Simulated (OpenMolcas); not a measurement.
Computed levels of 3d3 in ions with 21 electrons, in cm-1 above 4F 3/2.

- Program: OpenMolcas
- Method: SS-RASPT2, IPEA 0.25 Eh, imaginary shift 0.1 Eh
- Basis: ANO-RCC-VQZP
- Scalar Hamiltonian: DKH2, point nucleus
- Spin-orbit coupling: state interaction with AMFI integrals over the reference wave functions, term energies averaged over their components

Active space for each ion: 9 electrons in 8 orbitals (RAS1 3p, at most 2 holes; RAS2 3d); closed shells correlated by CASPT2: 3s.

```tsv
Level	Mn4+	Fe5+	Ni7+
4F 5/2	374	534	966
4F 7/2	881	1251	2240
4F 9/2	1506	2130	3760
4P 1/2	17210	19480	24160
4P 3/2	17350	19660	24400
4P 5/2	17810	20330	25690
2G 7/2	18240	20980	26500
2G 9/2	18760	21700	27710
2P 3/2	23530	26900	33450
```

**Question.** Estimate 4F 9/2, 4P 1/2, 4P 3/2 for Co6+ from its neighbours Fe5+ and Ni7+.

**Answer.** 4F 9/2 is fine structure, which grows about as the fourth power of a screened charge, so the fourth roots are averaged: ((2130^0.25 + 3760^0.25) / 2)^4 = 2859. The calculation gives 2930, so the estimate is off by -2.4 %; the measured value is 2723 (Sugar and Corliss, J. Phys. Chem. Ref. Data 10, 1097 (1981)).
4P 1/2 is another term, which grows about linearly with the charge: (19480 + 24160) / 2 = 21820. The calculation gives 21760, so the estimate is off by +0.3 %; the measured value is 21096 (Sugar and Corliss, J. Phys. Chem. Ref. Data 10, 1097 (1981)).
4P 3/2 is another term, which grows about linearly with the charge: (19660 + 24400) / 2 = 22030. The calculation gives 21980, so the estimate is off by +0.2 %; the measured value is 21304 (Sugar and Corliss, J. Phys. Chem. Ref. Data 10, 1097 (1981)).

Mixed levels, with the weight of the term that names them: Mn4+ 2P 3/2 (73 %), Fe5+ 2P 3/2 (66 %), Co6+ 2P 3/2 (59 %), Ni7+ 2P 3/2 (55 %).

CASPT2 breaks the degeneracy within a term, and the mean is taken; among the terms shown or strongly mixed into the levels shown the widest spread is 330 cm-1 (3d3 4F, Fe5+). Active for correlation alone: 3p; no level in the range computed is led by a configuration that opens it, so any true level of that kind is missing. Measured partners are found by configuration, term and J. A level has none where our copy of the source lacks it or the pairing is in doubt (some pairs that miss far off the trend of their configuration count as doubtful), and it then counts in no deviation. Levels of configurations outside the active space are missing.
